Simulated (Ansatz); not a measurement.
Reaction (ligand exchange at a Zr–S bond): `[F][Zr]([SH])([Cl])[Cl]` + HCl → `[F][Zr]([Cl])([Cl])[Cl]` + H₂S

Gas-phase electronic energies from Ansatz, PBE0-D4/def2-TZVP geometries. CCSD(T)/CBS is the MP2 limit (def2-TZVPP, def2-QZVPP) plus CCSD(T) − MP2 in def2-TZVPP, frozen cores. This one scheme is used for every species. DFT in def2-TZVPP. def2 core potentials past Kr. For Zr outer-core shells are correlated without core-valence functions, which leaves a few kJ/mol of doubt a bond. One conformer a species, not always the lowest.

`[F][Zr]([SH])([Cl])[Cl]`:

Cartesian coordinates in Å:
```
F -0.574 1.134 -1.450
Zr 0.306 0.375 0.028
S -0.798 -1.727 0.505
Cl 0.155 1.758 1.895
Cl 2.549 -0.030 -0.449
H -1.638 -1.510 -0.529
```

HCl:

Cartesian coordinates in Å:
```
Cl -0.576 0.258 0.101
H 0.576 -0.258 -0.101
```

`[F][Zr]([Cl])([Cl])[Cl]`:

Cartesian coordinates in Å:
```
F -1.170 1.378 -0.755
Zr -0.049 0.057 -0.031
Cl -0.991 -0.750 1.932
Cl 0.178 -1.673 -1.564
Cl 2.032 0.987 0.418
```

H₂S:

Z-matrix (Å, degrees):
```
S
H 1 1.341
H 1 1.341 2 92.3
```

```csv
species,B97M-V energy (Eh)
`[F][Zr]([SH])([Cl])[Cl]`,-1466.12534
HCl,-460.69783
`[F][Zr]([Cl])([Cl])[Cl]`,-1527.54805
H₂S,-399.30186
```

Work out ΔE.

ΔE = (-1527.54805) + (-399.30186) − (-1466.12534) − (-460.69783) = -0.02674 Eh = -16.8 kcal/mol. CCSD(T)/CBS gives -15.8 kcal/mol.

Largest T1 diagnostic among the species: 0.017.

Leaving LDA and LC-ωPBE aside and taking each functional with its dispersion term where it has one, the values, not all of them listed here, spread over 2.2 kcal/mol, from BHLYP-D4 to PBE-D4. In def2-TZVPP, CCSD(T) changes the Hartree–Fock value by +3.8 kcal/mol (the triples alone add +0.6 kcal/mol) and MP2 by +4.0 kcal/mol. From BLYP to BHLYP (50 % exact exchange), in def2-TZVPP and without D4, ΔE moves by −1.1 kcal/mol.
